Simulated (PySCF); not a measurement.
Isomers of C4H10N2Si2, one GFN2-xTB conformer each. Single-point energies are computed at PBE0/pcSseg-1 (PySCF, gas phase, no added dispersion term), electronic only.

```json
{"SMILES": "C=C[Si@@H](CC#N)[SiH2]N", "GFN2-xTB relative energy (kJ/mol)": "315.4"}
{"SMILES": "[SiH3]Cc1cncn1[SiH3]", "GFN2-xTB relative energy (kJ/mol)": "0.0"}
```

Conformers: `[CH2:1]=[CH:2][Si@@H:3]([CH2:4][C:5]#[N:6])[SiH2:7][NH2:8]` with C1–C2–Si3–C4 150°, C2–Si3–C4–C5 179°, C2–Si3–Si7–N8 -123°, Si3–Si7–N8–H -47° and 174°; `[SiH3:1][CH2:2][c:3]1[cH:4][n:5][cH:6][n:7]1[SiH3:8]` with Si1–C2–C3–C4 84°.

Task: What does PBE0/pcSseg-1 give for the same structures?

Result: 
| SMILES | PBE0/pcSseg-1 E (Eh) | PBE0/pcSseg-1 (kJ/mol) | GFN2-xTB (kJ/mol) | point group |
| --- | --- | --- | --- | --- |
| [SiH3]Cc1cncn1[SiH3] | -846.32063 | 0.0 | 0.0 | C1 |
| C=C[Si@@H](CC#N)[SiH2]N | -846.30501 | 41.0 | 315.4 | C1 |

Both levels put the same isomer lowest. As drawn, the lower has an aromatic ring, which the higher lacks; the higher has a C≡N group, an N–H bond and an Si–Si bond, which the lower lacks.

Task: Which frontier levels, dipoles and rotational constants go with these structures?

Result: 
| SMILES | HOMO (eV, PBE0/pcSseg-1) | LUMO (eV) | dipole (D) | A, B, C (MHz) |
| --- | --- | --- | --- | --- |
| [SiH3]Cc1cncn1[SiH3] | -6.31 | 0.02 | 3.63 | 1839, 1180, 799.3 |
| C=C[Si@@H](CC#N)[SiH2]N | -7.33 | -0.82 | 3.38 | 1735, 1004, 689.3 |

Task: As an exercise, what shares would exp(−E/RT) give at 1000 K from these electronic energies alone (no entropy, no degeneracies)?

Result: RT = 8.314 kJ/mol: [SiH3]Cc1cncn1[SiH3] 99.3 %, C=C[Si@@H](CC#N)[SiH2]N 0.7 %.
